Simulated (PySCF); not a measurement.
**Electron correlation in B⁺ (boron, charge +1)**

[He] 2s2, closed-shell 1S. Computed with PySCF 2.14 in aug-cc-pCVTZ-DK, with the spin-free X2C one-electron Hamiltonian (Gaussian nucleus). Frozen: 1s2; 2 electrons correlated.

With two correlated electrons CCSD is exact within the correlated space (frozen core and kept virtual orbitals).

| level | correlation energy (mhartree) |
| --- | --- |
| CCSD | -60.29 |

Diagnostics: T1 = 0.012, D1 = 0.0176, largest double amplitude 0.149.

Is a single reference adequate?

Mostly. T1 lies below 0.03, but a double amplitude of this size points to a near-degeneracy that CCSD handles and MP2 describes poorly.
